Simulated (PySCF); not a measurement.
**VO₃⁻, singlet: molecular constants**

Level of theory: PBE0 in PySCF with V def2-SVPD, O def2-SVPD; no relativity; density-fitted integrals.

The structure is a minimum.

```json
{
  "Point group": "D3h",
  "Bond lengths": "V–O 1.635 Å (×3)",
  "Bond angles": "O–V–O 120.0° (×3)",
  "Enthalpy at 298.15 K above 0 K": "14.12 kJ/mol",
  "Rotational symmetry number": "6",
  "Dipole moment about the centre of mass": "0.00 D",
  "Principal quadrupole moments (Buckingham, traceless) about the centre of mass": "-8.39, -8.39, 16.78 D Å",
  "Rotational constants": "0.2628, 0.2628, 0.1314 cm⁻¹",
  "Principal polarisabilities": "35.9, 58.2, 58.2 bohr³",
  "Entropy at 298.15 K and 1 bar": "280.3 J/(mol K)",
  "Lowest empty level": "1.93 eV",
  "Zero-point energy": "22.3 kJ/mol",
  "Heat capacity Cp at 298.15 K": "59.8 J/(mol K)",
  "Highest occupied level": "-2.55 eV"
}
```

Harmonic modes (masses in u: V 50.944, O 15.995):
```tsv
symmetry	ω (cm⁻¹)	IR (km/mol, summed over degenerate members)	μ (u)	type
a2''	104	166	23.97	bend
e'	336	0.4	17.33	bend
a1'	939	0.0	15.99	stretch
e'	1010	1000	21.49	stretch
```

In D3h the vibrations span a2'' + 2e' + a1'. The a1' mode carries no infrared intensity, as symmetry demands.

Charges (e); Mulliken and Löwdin values are unreliable with diffuse functions:
| atom | Mulliken | Löwdin | polar tensor | Mayer order to V1 |
| --- | --- | --- | --- | --- |
| V1 | 1.77 | 1.17 | 2.22 | – |
| O2,3,4 | -0.92 | -0.72 | -1.07 | 1.39 |

Mulliken populations on V1: s 5.94, p 12.07, d 3.17, f 0.04.

Formally V is in oxidation state +5, d0. The polar-tensor charge on V, 2.22, is far below the formal one.

Stability towards spin polarisation was not tested. Other isomers or separated fragments may lie lower. The lowest empty level of this anion is unbound, so it and the gap depend on the basis.

The final relaxation and frequency run took 31 s on 2 threads of a shared Arm Neoverse N1 host, with 103 basis functions and 6 gradients; the process peaked at 1.2 GiB. Launch command: `OMP_NUM_THREADS=2 python axn.py task.json out`.
